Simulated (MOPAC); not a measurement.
MOPAC input (PM7):

```
PM7 PRECISE GNORM=0.05 LET XYZ CHARGE=1 GEO-OK AUX(PRECISION=9) THREADS=1
CdCl

Cd   -0.00000000 1   -0.00000000 1   -0.59277623 1
Cl    0.00000000 1    0.00000000 1    1.67372111 1
```

Output:

```
 *******************************************************************************
 **                                                                           **
 **                              MOPAC v23.2.5                                **
 **                                                                           **
 *******************************************************************************
 ** MOPAC's Digital Object Identifier: https://doi.org/10.5281/zenodo.6511958 **
 **                                                                           **
 ** Please cite the open-source release paper for use of this MOPAC version:  **
 ** J. E. Moussa and J. J. P. Stewart (2026)                                  **
 ** MOPAC: An open-source semiempirical molecular orbital program             **
 ** J. Open Source Softw., 11(119), 8025, https://doi.org/10.21105/joss.08025 **
 *******************************************************************************

                              PM7 CALCULATION RESULTS

 *******************************************************************************
 *  PM7        - The PM7 Hamiltonian to be used
 *  GEO-OK     - OVERRIDE INTERATOMIC DISTANCE AND OTHER SAFETY CHECKS
 *
 *
 *
 *                 CHARGE ON SYSTEM = +1
 *
 *
 *
 *  LET        - OVERRIDE SOME SAFETY CHECKS
 *  PRECISE    - TIGHTER CRITERIA TO BE USED
 *  XYZ        - CARTESIAN COORDINATE SYSTEM TO BE USED
 *  GNORM      - EXIT WHEN GRADIENT NORM DROPS BELOW 0.050
 *  AUX        - OUTPUT AUXILIARY INFORMATION
 *******************************************************************************
PM7 PRECISE GNORM=0.05 LET XYZ CHARGE=1 GEO-OK AUX(PRECISION=9) THREADS=1
 CdCl

   ATOM   CHEMICAL          X               Y               Z
  NUMBER   SYMBOL      (ANGSTROMS)     (ANGSTROMS)     (ANGSTROMS)

     1      Cd         -0.00000000  *  -0.00000000  *  -0.59277623  *
     2      Cl          0.00000000  *   0.00000000  *   1.67372111  *

          CARTESIAN COORDINATES

    NO.       ATOM           X           Y           Z

     1        Cd         -0.0000     -0.0000     -0.5928
     2        Cl          0.0000      0.0000      1.6737

 General Reference for PM7:
 "Optimization of Parameters for Semiempirical Methods VI: More Modifications to the
 NDDO Approximations and Re-optimization of Parameters", J. J. P. Stewart, J. Mol. Mod., 1:32, 19 (2013)
 https://link.springer.com/article/10.1007/s00894-012-1667-x

           Empirical Formula: Cd Cl  =     2 atoms

      MOLECULAR POINT GROUP   :   C*v

      RHF CALCULATION, NO. OF DOUBLY OCCUPIED LEVELS = 4

          Geometry optimization using EF

          DIAGONAL MATRIX USED AS START HESSIAN

 CYCLE:     1  GRAD.:   101.550 HEAT:  235.3932
 CYCLE:     2  GRAD.:    24.929 HEAT:  225.5373
 CYCLE:     3  GRAD.:    11.411 HEAT:  225.2951
 CYCLE:     4  GRAD.:     0.786 HEAT:  225.2188
 CYCLE:     5  GRAD.:     0.029 HEAT:  225.2185

     GRADIENT =  0.02922 IS LESS THAN CUTOFF =  0.05000

 -------------------------------------------------------------------------------
 PM7 PRECISE GNORM=0.05 LET XYZ CHARGE=1 GEO-OK AUX(PRECISION=9) THREADS=1
 CdCl

     GEOMETRY OPTIMISED USING EIGENVECTOR FOLLOWING (EF).
     SCF FIELD WAS ACHIEVED

                              PM7 CALCULATION
                                                       MOPAC v23.2.5 Linux

          FINAL HEAT OF FORMATION =        225.21850 KCAL/MOL =     942.31421 KJ/MOL

          COSMO AREA              =         72.41 SQUARE ANGSTROMS
          COSMO VOLUME            =         54.15 CUBIC ANGSTROMS

          GRADIENT NORM           =          0.02922          =       0.02066 PER ATOM
          IONIZATION POTENTIAL    =         17.626332 EV
          HOMO LUMO ENERGIES (EV) =        -17.626 -8.842
          NO. OF FILLED LEVELS    =          4
          MOLECULAR WEIGHT        =        147.8630         POINT GROUP:  C*v

          MOLECULAR DIMENSIONS (Angstroms)

            Atom       Atom       Distance
           Cl     2   Cd     1     2.02060
           Cl     2   Cd     1     0.00000
           Cl     2   Cd     1     0.00000

          SCF CALCULATIONS        =          6

   ATOM   CHEMICAL          X               Y               Z
  NUMBER   SYMBOL      (ANGSTROMS)     (ANGSTROMS)     (ANGSTROMS)

     1      Cd          0.00000000  *   0.00000000  *  -0.46982876  *
     2      Cl          0.00000000  *  -0.00000000  *   1.55077364  *

                             CARTESIAN COORDINATES

   1   Cd        0.000000000     0.000000000    -0.469828758
   2   Cl        0.000000000    -0.000000000     1.550773638

           Empirical Formula: Cd Cl  =     2 atoms

      MOLECULAR POINT GROUP   :   C*v

                  EIGENVALUES
 -31.71063 -19.96347 -17.62633 -17.62633  -8.84191  -3.78580  -3.78580  -1.90347
  61.28568  61.40931  61.40931  62.32247  62.32247

              NET ATOMIC CHARGES AND DIPOLE CONTRIBUTIONS

  ATOM NO.   TYPE          CHARGE      No. of ELECS.   s-Pop       p-Pop       d-Pop
    1         Cd           0.874849        1.1252     0.63021     0.49494
    2         Cl           0.125151        6.8748     1.95873     4.91007     0.00605
 DIPOLE           X         Y         Z       TOTAL
 POINT-CHG.    -0.000     0.000    -1.112     1.112
 HYBRID        -0.000     0.000    -1.151     1.151
 SUM           -0.000     0.000    -2.263     2.263

          ATOMIC ORBITAL ELECTRON POPULATIONS

     Atom    s        px        py        pz      x^2-y^2     xz        z^2       yz        xy
    1 Cd   0.63021   0.14125   0.14125   0.21244
    2 Cl   1.95873   1.85807   1.85807   1.19394   0.00000   0.00068   0.00468   0.00068   0.00000

 **********************
 *                    *
 * JOB ENDED NORMALLY *
 *                    *
 **********************

 == MOPAC DONE ==
```

The dipole moment of an ion depends on the origin.
